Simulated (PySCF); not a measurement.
InF₂Br, SMILES [F][In]([F])[Br].

Geometry: PBE-D3(BJ)/def2-SVP. The def2 effective core potentials stand for the cores of In; spin–orbit coupling is left out.

These are PBE/def2-TZVPD (PySCF) values and carry that method's errors.

Symmetry labels are those of the subgroup C2v that the program uses (full group C2v).

Computed valence orbital energies around the gap with their symmetry:
```json
[
 {"orbital": "HOMO−7", "symmetry": "B2", "energy (eV)": "-10.09"},
 {"orbital": "HOMO−6", "symmetry": "A1", "energy (eV)": "-9.85"},
 {"orbital": "HOMO−5", "symmetry": "B1", "energy (eV)": "-9.43"},
 {"orbital": "HOMO−4", "symmetry": "A2", "energy (eV)": "-9.12"},
 {"orbital": "HOMO−3", "symmetry": "B2", "energy (eV)": "-9.04"},
 {"orbital": "HOMO−2", "symmetry": "A1", "energy (eV)": "-8.89"},
 {"orbital": "HOMO−1", "symmetry": "B1", "energy (eV)": "-8.13"},
 {"orbital": "HOMO", "symmetry": "B2", "energy (eV)": "-7.99"},
 {"orbital": "LUMO", "symmetry": "A1", "energy (eV)": "-4.46"},
 {"orbital": "LUMO+1", "symmetry": "B1", "energy (eV)": "-2.53"},
 {"orbital": "LUMO+2", "symmetry": "B2", "energy (eV)": "-0.35"},
 {"orbital": "LUMO+3", "symmetry": "A1", "energy (eV)": "-0.31"}
]
```
